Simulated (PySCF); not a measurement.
Species: C5H7N2Si (doublet state).
Cartesian coordinates in Å at the GFN2-xTB level; atoms count from 1:
```xyz
15
C5H7N2Si angstrom
Si    -2.645   -0.334    0.393
C     -1.609    0.376   -1.044
C     -0.238    0.225   -0.528
N      0.386   -0.932   -0.764
C      1.594   -1.081   -0.258
C      2.213   -0.094    0.497
C      1.470    1.061    0.704
N      0.261    1.225    0.204
H     -2.557    0.460    1.612
H     -2.432   -1.758    0.615
H     -1.840    1.422   -1.221
H     -1.742   -0.205   -1.953
H      2.078   -2.027   -0.469
H      3.204   -0.218    0.901
H      1.852    1.888    1.290
```

The hyperfine couplings belong to this conformer and change with its torsions.

The species is `[SiH2]Cc1ncccn1` [radical].

The calculation used UKS B3LYP, pcH-1 on C H N Si, non-relativistic, mean-field spin-orbit, GIAO (PySCF). One conformer (not necessarily the lowest) at the GFN2-xTB geometry, without solvent, vibrations or thermal averaging. A GFN2-xTB geometry isn't a minimum of the functional, and hyperfine couplings can be far from their values at a DFT geometry, by a factor of two or more for some ions and for spin on atoms past the first row. The SCF solution wasn't tested for stability.

Problem. Where do the isotropic ENDOR lines of N4/N8, H9/H10, H11/H12, H14 and H13/H15 fall at 3369.5 mT, to first order?

Solution. ν± = |νn ± a/2|, one line for each electron-spin manifold; νn = |g_N| × 7.62259 MHz/T × B.

```csv
nuclei,isotope,g_N,νn (MHz),a_iso (MHz),lower line (MHz),upper line (MHz)
N4/N8,14N,0.4038,10.37,1.22,9.76,10.98
H9/H10,1H,5.5857,143.46,22.41,132.26,154.67
H11/H12,1H,5.5857,143.46,2.91,142.01,144.92
H14,1H,5.5857,143.46,-2.75,142.09,144.84
H13/H15,1H,5.5857,143.46,0.94,142.99,143.94
```

Problem. Which pairs are centred on the nuclear Larmor frequency, and which on half the coupling?

Solution. Centred on νn, since |a| < 2νn: N4/N8, H9/H10, H11/H12, H14 and H13/H15. No pair has |a| > 2νn.

Nuclei that the bonding pattern makes equivalent are averaged, as if the motion that swaps them (rotation, inversion, ring flip) were fast.
